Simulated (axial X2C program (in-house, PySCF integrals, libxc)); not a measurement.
## Worked dissociation energy of KGe: CCSD(T), scalar-relativistic

Computed with an in-house all-electron X2C program for linear molecules (integrals from PySCF). Spin-free means the one-electron spin-free X2C Hamiltonian. Basis: Ge dyall-cv3z [9s9p7d4f1g], K dyall-cv3z [11s12p6d3f] (cores contracted in-house); Gaussian nuclei, density fitting, unrestricted open shells. Masses: Ge 73.921 u, K 38.964 u.

Molecular state: M_S = 3/2, Λ = 0 (beyond evenly filled blocks: σα, π+α, π-α).

Correlated methods: 13 electrons correlated (number of frozen shells: Ge 3 s, 2 p, 1 d; K 2 s, 1 p), 275 virtual spin orbitals or spinors in MP2, 90 natural virtuals in coupled cluster.

```
E(Ge) (2M_S = 2, M_L = 0) : -2097.184785 hartree
E(K) (2M_S = 1, M_L = 0)  : -601.725127 hartree
E(KGe) at Re              : -2698.962455 hartree
ωe                        : 162.7 cm⁻¹
ωexe                      : 0.524 cm⁻¹
```

(1) Work out De and D0.

The state is one determinant whose occupation by symmetry is held fixed; it was picked as the lowest of a PBE0 search that is not exhaustive. Dissociation energies refer to the lowest single-determinant-based atoms at the same level and basis. CCSD and (T) use frozen natural virtuals with an MP2 correction for the truncation; (T) itself is uncorrected, so its De runs slightly low. PBE0 can misorder states that lie within some tenths of an eV, so this need not be the ground state of the molecule. The nearest other spin-free determinant of the search, M_S = 1/2, Λ = 1, lies 0.85 eV up at the distance of the search. With the outer-core shells frozen, correlated bond lengths of heavy atoms tend to come out a few hundredths of an ångström too long. Spin-free De lacks the spin–orbit lowering of the heavy p-block atom, a tenth of an eV or more for 4p and 5p, up to an eV for 6p and one to two eV for 7p atoms, less what an open-shell molecule gains itself.

Each atomic determinant is the lowest at this level and need not be a pure term. Totals compare only within one Hamiltonian and basis.

## Answers

(1) De = -2097.184785 + (-601.725127) − (-2698.962455) = 0.05254 hartree = 1.430 eV. The zero-point energy is ωe/2 − ωexe/4 = 81 cm⁻¹ = 0.010 eV, so D0 = 1.420 eV.
